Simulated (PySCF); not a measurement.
This PySCF input asks for the NMR shieldings of `C[SiH2]C[C@@H](CF)[SiH2]S`, C₄H₁₃FSSi₂; the geometry comes from GFN2-xTB.

```python
import basis_set_exchange as bse
import numpy as np
from pyscf import gto, dft
from pyscf.prop import nmr

atoms = """
C     3.255354    0.325490    0.877871
Si    1.635080    0.924891    0.095090
C     0.466105   -0.572432   -0.064862
C    -0.803540   -0.322599   -0.878706
C    -1.505643   -1.652469   -1.126530
F    -2.612919   -1.477500   -1.926142
Si   -2.026824    0.897516   -0.072517
S    -2.089391    0.347485    2.009131
H     3.091972   -0.069501    1.876454
H     3.969799    1.138320    0.960434
H     3.719965   -0.458819    0.287062
H     1.029169    1.967497    0.931466
H     1.891700    1.471766   -1.246223
H     1.017713   -1.395796   -0.530228
H     0.185127   -0.925085    0.930304
H    -0.521313    0.080816   -1.856564
H    -1.859749   -2.100853   -0.191784
H    -0.856343   -2.363732   -1.650171
H    -1.549697    2.273245   -0.172797
H    -3.378732    0.757034   -0.597762
H    -3.066754    1.171668    2.346005
"""
names = dict.fromkeys(["C", "Si", "F", "S", "H"], "pcSseg-1")
basis = {el: gto.basis.parse(bse.get_basis(n, elements=[el], fmt="nwchem")) for el, n in names.items()}
mol = gto.M(atom=atoms, basis=basis, charge=0, verbose=0)
mf = dft.RKS(mol, xc="PBE0")
mf.grids.level = 2
mf.grids.alignment = dft.numint.BLKSIZE   # the property module wants whole blocks of grid points
mf.conv_tol = 1e-9
mf.kernel()

calc = nmr.RKS(mf)   # GIAO
C = mf.mo_coeff
Co = C[:, mf.mo_occ > 0]
resp = mf.gen_response(singlet=True, hermi=2)
def vind(x):   # induced exchange potential for any number of trial vectors
    d = np.einsum("pi,xij,qj->xpq", C, 2 * x.reshape(-1, C.shape[1], Co.shape[1]), Co, optimize=True)
    return np.einsum("xpq,pi,qj->xij", resp(d - d.transpose(0, 2, 1)), C, Co, optimize=True).ravel()
mo1, _ = nmr.rhf.solve_mo1(calc, with_cphf=vind)
sigma = calc.kernel(mo1)
for i, s in enumerate(sigma):   # ppm
    w = np.linalg.eigvalsh((s + s.T) / 2)
    print("%2d %-2s iso %8.1f  s11 %8.1f  s22 %8.1f  s33 %8.1f" % (i, mol.atom_pure_symbol(i), w.mean(), *w))
```

**Question.** What are the results?

**Answer.** 
```
 0 C  iso    193.5  s11    190.5  s22    191.8  s33    198.3
 1 Si iso    390.9  s11    355.2  s22    388.4  s33    429.2
 2 C  iso    177.0  s11    164.7  s22    172.8  s33    193.4
 3 C  iso    160.8  s11    144.7  s22    160.3  s33    177.4
 4 C  iso     97.8  s11     56.4  s22     80.0  s33    157.0
 5 F  iso    400.4  s11    366.7  s22    377.4  s33    457.2
 6 Si iso    378.6  s11    342.5  s22    373.3  s33    420.0
 7 S  iso    802.5  s11    694.6  s22    722.2  s33    990.6
 8 H  iso     31.5  s11     26.6  s22     29.9  s33     38.1
 9 H  iso     31.5  s11     26.6  s22     28.0  s33     40.0
10 H  iso     31.6  s11     26.7  s22     29.5  s33     38.6
11 H  iso     27.2  s11     22.6  s22     28.1  s33     30.9
12 H  iso     27.6  s11     23.7  s22     26.7  s33     32.3
13 H  iso     31.3  s11     25.2  s22     30.9  s33     37.7
14 H  iso     31.1  s11     26.1  s22     32.1  s33     35.1
15 H  iso     30.1  s11     25.7  s22     29.4  s33     35.3
16 H  iso     27.0  s11     23.9  s22     28.1  s33     29.1
17 H  iso     27.0  s11     22.1  s22     28.7  s33     30.2
18 H  iso     26.8  s11     23.6  s22     24.6  s33     32.1
19 H  iso     26.6  s11     22.5  s22     25.2  s33     32.2
20 H  iso     32.1  s11     23.6  s22     27.1  s33     45.8
```

These numbers come from an equivalent density-fitted implementation of the same equations, which agrees with the script to about 0.01 ppm for H and up to a few tenths of a ppm for heavy atoms, so last digits may differ.

**Question.** Turn these shieldings into chemical shifts. Referencing at the same level of theory: TMS for 13C (186.93 ppm), 29Si (349.16 ppm), 1H (31.72 ppm); 19F (170.95 ppm) vs CFCl3; 33S (503.73 ppm) against CS2.

**Answer.** Averaging equivalent atoms: C 4: 89.1; C 3: 26.1; C 2: 10.0; C 0: -6.6; Si 6: -29.4; Si 1: -41.8; F 5: -229.5; S 7: -299; H 19: 5.08; H 18: 4.95; H 17: 4.69; H 16: 4.67; H 11: 4.51; H 12: 4.14; H 15: 1.59; H 14: 0.60; H 13: 0.46; H 8/9/10: 0.16; H 20: -0.42 ppm. Unscaled 19F shifts against computed CFCl3 carry errors that often reach 10 to 50 ppm.

Size and cost of the density-fitted run: 222 basis functions, 85 s wall time on 1 thread of an Arm Neoverse N1, shared host; peak memory 1.1 GiB.
